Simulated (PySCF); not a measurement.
# Molecular orbitals of SbN

PW91 at R = 1.848 Å; basis Sb def2-SVPD with ECP28, N def2-SVPD; scalar-relativistic core potentials; PySCF 2.14. State: ¹Σ⁺ (singlet), closed shell. Only the outer orbitals are listed, counted within each symmetry, core potentials removing the inner ones.

```csv
orbital,occ.,ε (eV),on Sb (%),main shells (%)
5σ,2,-18.59,26,"69 N s, 20 Sb s"
6σ,2,-12.05,77,"71 Sb s, 20 N s"
3π,2,-6.86,46,"53 N p, 44 Sb p"
3π,2,-6.86,46,"53 N p, 44 Sb p"
7σ,2,-6.77,36,"52 N p, 33 Sb p, 12 N s"
4π,0,-3.60,62,"54 Sb p, 38 N p"
4π,0,-3.60,62,"54 Sb p, 38 N p"
8σ,0,-0.42,67,"34 Sb d, 32 Sb p, 21 N s"
```

Problem. Which are the highest filled and the lowest empty level, where do they sit, and how wide is the gap?

Solution. Highest filled 7σ at -6.77 eV (in %: 52 N p, 33 Sb p, 12 N s); lowest empty 4π at -3.60 eV (in %: 54 Sb p, 38 N p); the gap at PW91 is 3.17 eV.

```json
{
  "bond order (Mayer)": "2.81",
  "⟨S²⟩": "0.000",
  "charge on Sb (Mulliken, basis-dependent)": "0.38",
  "charge on Sb (Löwdin, basis-dependent)": "0.51",
  "dipole moment (positive dipole means Sb(−)N(+))": "-3.59 D"
}
```

Spin–orbit coupling is left out.
